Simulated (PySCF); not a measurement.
2-chloroprop-1-ene (C3H5Cl), SMILES ClC(=C)C. Coordinates come from a PBE-D3(BJ)/def2-SVP optimisation.

Question: Give the equilibrium geometry at PBE-D3(BJ)/def2-SVP (PySCF confirms it by a frequency run) as a Z-matrix, and its point group. (Estimate from the structure and the level; the computed values follow.)

Answer: point group Cs.
```
C
C 1 1.3441
H 2 1.0986 1 121.81
H 2 1.1004 3 118.65 1 180.00
C 1 1.4973 2 126.71 3 180.00
H 5 1.1070 1 110.70 2 0.00
H 5 1.1098 6 108.87 1 -121.92
H 5 1.1098 6 108.87 7 -116.16
Cl 1 1.7606 2 119.80 3 0.00
```
